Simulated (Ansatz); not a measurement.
Program: Ansatz. Geometries: PBE0-D4/def2-TZVP. ΔE: electronic, gas phase. CCSD(T)/CBS is the MP2 limit (def2-TZVPP, def2-QZVPP) plus CCSD(T) − MP2 in def2-TZVPP, frozen cores. This one scheme is used for every species. DFT in def2-TZVPP. B3LYP here is the variant with VWN-RPA as its local correlation; programs differ in this. For Ge outer-core shells are correlated without core-valence functions, which leaves a few kJ/mol of doubt a bond. Scalar relativity is left out up to krypton. One conformer a species, not always the lowest.

Reaction (hydrogenolysis of a C–B bond): `ClBC[O][GeH3]` + H₂ → `C[O][GeH3]` + `BCl`

| level | ΔE (kJ/mol) | difference from CCSD(T)/CBS |
| --- | --- | --- |
| PBE-D4 | -9.7 | 7.4 |
| r2SCAN-D4 | -11.4 | 5.7 |
| PBE0-D4 | -14.5 | 2.6 |
| ωB97X-V | -17.9 | -0.8 |
| ωB97M-V | -15.3 | 1.8 |
| B2PLYP | -23.9 | -6.8 |
| PBE | -16.2 | 0.9 |
| r2SCAN | -13.4 | 3.7 |
| B3LYP | -27.8 | -10.7 |
| MP2/def2-TZVPP | -15.6 | 1.5 |
| SCS-MP2/def2-TZVPP | -22.8 | -5.7 |
| CCSD/def2-TZVPP | -24.2 | -7.1 |
| CCSD(T)/def2-TZVPP | -19.3 | -2.2 |
| HF/def2-QZVPP | -45.3 | -28.2 |
| SCS-MP2/def2-QZVPP | -21.8 | -4.7 |
| HF/CBS(def2) | -45.4 | -28.3 |
| CCSD(T)/CBS | -17.1 | 0 |

Largest T1 diagnostic among the species: 0.012.

In def2-TZVPP, CCSD(T) changes the Hartree–Fock value by +25.5 kJ/mol (the triples alone add +4.8 kJ/mol) and MP2 by +29.1 kJ/mol. The D4 term adds +10.5 kJ/mol with B3LYP and +5.9 kJ/mol with PBE0; it sums over pairs of atoms, weighted by their polarisabilities, and B3LYP, whose exchange is more repulsive, gets the larger term.
